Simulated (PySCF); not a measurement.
# Reading the logs of faulty runs: H5NO2Si

Calculated results; nothing here was measured. The program is PySCF 2.14.0, an open-source quantum chemistry code, run on an isolated molecule that a program drew, which may never have been made. The molecule is H5NO2Si (charge 0, singlet), drawn as the SMILES string `N[SiH](O)O`.

Each row is a Hartree-Fock (HF) and frozen-core CCSD(T) single point in the cc-pV(D+d)Z basis, meant for a local HF minimum. Run 1 is clean. Each other run has one planted mistake out of seven kinds, and not every kind appears here: one electron removed, one electron added, multiplicity raised by two, geometry at a saddle point, minimal basis STO-3G, one bond length entered in bohr, all coordinates scaled. The reference is restricted for singlets and unrestricted otherwise, and also for a bond in bohr. Adding or removing an electron swaps singlet and doublet. Electrons count all cores. HOMO and LUMO are orbital energies over both spins, the gradient is its largest component, and the lowest frequency (negative if imaginary) is given only where the gradient is small. Bond lengths are over the 8 bonds as drawn. T1 is the CCSD diagnostic: over 0.02 (restricted) or 0.045 (unrestricted) a single reference is doubtful.

Geometry of the clean run:
```xyz
9
H5NO2Si, angstrom
N     0.2850   -0.2107    0.5101
Si    0.5190    1.2440    1.3630
O     1.7184    2.1679    0.7315
O     0.9939    0.9659    2.9133
H    -0.3631   -0.2109   -0.2555
H     1.0740   -0.7929    0.2955
H    -0.7711    1.9541    1.3164
H     2.2233    2.6995    1.3287
H     0.4791    0.3676    3.4331
```

```
run,electrons,basis functions,<S^2>,HOMO (eV),LUMO (eV),gradient (hartree/bohr),lowest frequency (cm^-1),mean bond (Å),longest bond (Å),T1,HF (hartree),CCSD(T) (hartree),mistake
1,42,90,0.000,-11.39,4.93,4.2e-05,167,1.2948,1.702,0.0109,-496.16717,-496.85403,no fault
2,41,90,0.758,-18.18,-7.05,1.2e-01,-,1.2948,1.702,0.0207,-495.83617,-496.48535,one electron removed
3,43,90,0.754,4.41,9.18,4.5e-02,-,1.2948,1.702,0.0501,-495.99348,-496.70762,one electron added
4,42,90,2.007,-2.60,-0.12,7.3e-02,-,1.2948,1.702,0.0168,-495.91772,-496.58223,?
```

**Which mistake was planted in run 4, and what did it cost?**

Electrons, basis and geometry are unchanged, and <S^2> is 2.007, beside S(S+1) = 2.00 for a multiplicity of 3. So the mistake is: multiplicity raised by two. Subtracting run 1 and multiplying by 627.51 kcal/mol a hartree, the energy moved by 156.5 kcal/mol in HF and 170.6 kcal/mol in CCSD(T).

Cautions from the logs. Run 3: T1 is over the limit, so its CCSD(T) energy is less reliable and the HOMO is above zero, so the electron isn't bound and the energy depends on the basis.
